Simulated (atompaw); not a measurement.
**Which change was made? (Co, PAW (atompaw))**

cobalt, PAW, made with atompaw 4.2.0.5 (LDA (PW92), scalar-relativistic). Core [Ar], reference 3d8 4s1 4p0. Waves: 4s (bound): rc 2.30 bohr; 4s channel at 4.05 Ry: rc 2.30 bohr; 4p (bound, empty): rc 3.00 bohr; 4p channel at 2.15 Ry: rc 3.00 bohr; 3d (bound): rc 1.50 bohr; 3d channel at 0.35 Ry: rc 1.50 bohr. Local part: bessel scheme, radius 2.15 bohr. Core correction: smooth core density matched at 2.15 bohr. Augmentation charge: sinc compensation charge, radius 2.35 bohr; PAW radius 3.00 bohr; waves and projectors: custom polynom gramschmidtortho.

Cutoffs, loose and tight: the cutoffs (Ry, on a coarse ladder) from which the occupation-weighted sum of valence levels, in a spherical-Bessel basis at the reference potential, stays within 10 and 1 mRy of its value at 400 Ry. They see the waves, projectors and local potential, not the compensation charge or the core.

The base gives: outcome: generated; cutoff, loose: 70 Ry; cutoff, tight: 100 Ry; bound ghosts: none.

(1) After one change the result is: outcome: generated; cutoff, loose: 50 Ry; cutoff, tight: 80 Ry; bound ghosts: none. Which change was it?
A. core [Ne], valence charge 17; reference 3s2 3p6 3d7 4s1.75 4p0.25; waves now 3s (bound): rc 1.20 bohr; 4s (bound): rc 1.65 bohr; 3p (bound): rc 0.85 bohr; 4p (bound): rc 1.65 bohr; 3d (bound): rc 1.35 bohr; 3d channel at 1.15 Ry: rc 1.35 bohr; local potential bessel scheme, radius 1.65 bohr; core correction smooth core density matched at 0.85 bohr; augmentation sinc compensation charge, radius 1.35 bohr; PAW radius 1.65 bohr; waves and projectors: custom polynom gramschmidtortho
B. augmentation sinc compensation charge, radius 2.35 bohr; PAW radius 3.00 bohr; waves and projectors: custom rrkj vanderbiltortho
C. all radii scaled by about 0.90 (s 2.06, p 2.70, d 1.34 bohr); local potential bessel scheme, radius 1.94 bohr; augmentation sinc compensation charge, radius 2.12 bohr; PAW radius 2.70 bohr; waves and projectors: custom polynom gramschmidtortho; core correction smooth core density matched at 1.94 bohr

Answers

(1) B. The others give: core [Ne], valence charge 17; reference 3s2 3p6 3d7 4s1.75 4p0.25; waves now 3s (bound): rc 1.20 bohr; 4s (bound): rc 1.65 bohr; 3p (bound): rc 0.85 bohr; 4p (bound): rc 1.65 bohr; 3d (bound): rc 1.35 bohr; 3d channel at 1.15 Ry: rc 1.35 bohr; local potential bessel scheme, radius 1.65 bohr; core correction smooth core density matched at 0.85 bohr; augmentation sinc compensation charge, radius 1.35 bohr; PAW radius 1.65 bohr; waves and projectors: custom polynom gramschmidtortho → outcome: generated; cutoff, loose: 90 Ry; cutoff, tight: 160 Ry; bound ghosts: none | all radii scaled by about 0.90 (s 2.06, p 2.70, d 1.34 bohr); local potential bessel scheme, radius 1.94 bohr; augmentation sinc compensation charge, radius 2.12 bohr; PAW radius 2.70 bohr; waves and projectors: custom polynom gramschmidtortho; core correction smooth core density matched at 1.94 bohr → outcome: generated; cutoff, loose: 80 Ry; cutoff, tight: 140 Ry; bound ghosts: s.
